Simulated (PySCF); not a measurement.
Order these species by their calculated properties.

Species are written as SMILES; each is one conformer at its optimised geometry, gas phase, non-relativistic unless stated; the electronic structure was computed with PySCF and density fitting.

The conformers computed, where there is a choice (atom-mapped SMILES and torsion angles):
- `[CH3:1][C:2](=[S:3])[S:4][Si@@H:5]([Cl:6])[S:7][SiH3:8]`: C1–C2–S4–Si5 179°, C2–S4–Si5–Cl6 71°, S4–Si5–S7–Si8 -178°
- `[CH3:1][O:2][c:3]1[cH:4][cH:5][n:6][cH:7][cH:8]1`: C1–O2–C3–C4 180°
- `[CH3:1][C:2](=[O:3])[C@@H:4]([CH3:5])[S@+:6]([CH3:7])[CH2:8][F:9]`: C1–C2–C4–C5 56°, C2–C4–S6–C7 178°, C4–S6–C8–F9 46°
- `[CH2:1]=[C:2]([C:3]#[C:4][CH3:5])[C:6]([NH2:7])=[O:8]`: C1–C2–C6–N7 180°, H–N7–C6–C2 0°, H–N7–C6–C2 180°
- `[CH2:1]=[C:2]([C:3]#[N:4])[CH:5]=[N+:6]([CH3:7])[CH3:8]`: C1–C2–C5–N6 180°
- `[CH3:1][S:2]/[CH:3]=[CH:4]\[CH2:5][S:6]([CH3:7])(=[O:8])=[O:9]`: C1–S2–C3–C4 -169°, C3–C4–C5–S6 -102°, C4–C5–S6–C7 66°
- `[CH3:1][c:2]1[n:3][n:4]([SiH:5]([CH3:6])[CH3:7])[n:8][c:9]1[C:10]#[N:11]`: N3–N4–Si5–C6 143°
- `[CH3:1][CH:2]([CH3:3])[C:4](=[O:5])[Cl:6]`: C1–C2–C4–O5 107°
- `[CH3:1][C:2](=[O:3])[O:4][Si@@H:5]([CH2:6][F:7])[N:8]([CH3:9])[CH3:10]`: C1–C2–O4–Si5 -177°, C2–O4–Si5–C6 162°, O4–Si5–C6–F7 -170°, O4–Si5–N8–C9 -155°
- `[CH3:1][CH2:2][P+:3]([CH3:4])([NH:5][CH3:6])[NH:7][CH3:8]`: C1–C2–P3–C4 -50°, C2–P3–N5–C6 -173°, C2–P3–N7–C8 71°
- `[CH3:1]/[CH:2]=[N:3]\[CH:4]=[O:5]`: C2–N3–C4–O5 -85°

The conformers of `C1CCC([C@@H]2CO[SiH2]O2)C1` aren't listed.

**Question.** Rank by smallest rotational constant, lowest first (GFN2-xTB).
A. `C[S@+](CF)[C@@H](C(C)=O)C`
B. `C=C(C#N)C=[N+](C)C`
C. `COC1=CC=NC=C1`
D. `C=C(C#CC)C(N)=O`
E. `CC(=S)S[Si@@H](Cl)S[SiH3]`

**Answer.** E (0.359 GHz), A (0.881 GHz), D (0.932 GHz), B (1.071 GHz), C (1.227 GHz).

**Question.** Rank by dipole moment, highest first (PBE0/pcSseg-1 at GFN2-xTB geometries).
A. `Cc1nn([SiH](C)C)nc1C#N`
B. `C#C[Si@]1(C)C[C@H](C#CC)C1`
C. `CS/C=C\CS(C)(=O)=O`
D. `CC(C)C(=O)Cl`

**Answer.** C (6.34 D), A (5.06 D), D (3.04 D), B (0.40 D).

**Question.** Rank by HOMO energy, highest first (PBE0/pcSseg-1 at GFN2-xTB geometries).
A. `CC(=O)[C@@H](C)[S@+](C)CF`
B. `C=C(C#N)C=[N+](C)C`
C. `CC[P+](C)(NC)NC`
D. `C/C=N\C=O`
E. `C1CCC([C@@H]2CO[SiH2]O2)C1`
F. `CC(C)C(=O)Cl`
G. `C#C[Si@]1(C)C[C@H](C#CC)C1`
H. `CN(C)[Si@@H](OC(C)=O)CF`

**Answer.** H (-6.56 eV), G (-6.93 eV), D (-7.32 eV), E (-7.77 eV), F (-8.46 eV), C (-11.86 eV), A (-12.21 eV), B (-12.91 eV).

**Question.** By how much do the two ends of that ranking differ?

**Answer.** By 6.35 eV, between `CC(=O)O[Si@@H](CF)N(C)C` and `C=C(C#N)C=[N+](C)C`.

**Question.** Rank by HOMO–LUMO gap, lowest first (PBE0/pcSseg-1 at GFN2-xTB geometries).
A. `C=C(C#N)C=[N+](C)C`
B. `Cc1nn([SiH](C)C)nc1C#N`
C. `O=C(C)[C@H]([S@+](C)CF)C`
D. `CC(=O)O[Si@@H](CF)N(C)C`
E. `CC[P+](C)(NC)NC`
F. `CC(=S)S[Si@@H](Cl)S[SiH3]`
G. `CC(C)C(=O)Cl`

**Answer.** F (4.49 eV), A (5.14 eV), D (6.56 eV), B (6.69 eV), C (6.96 eV), G (7.49 eV), E (8.59 eV).

**Question.** Give the two extremes of that set in kcal/mol.

**Answer.** `CC(=S)S[Si@@H](Cl)S[SiH3]`: 104 kcal/mol; `CC[P+](C)(NC)NC`: 198 kcal/mol.
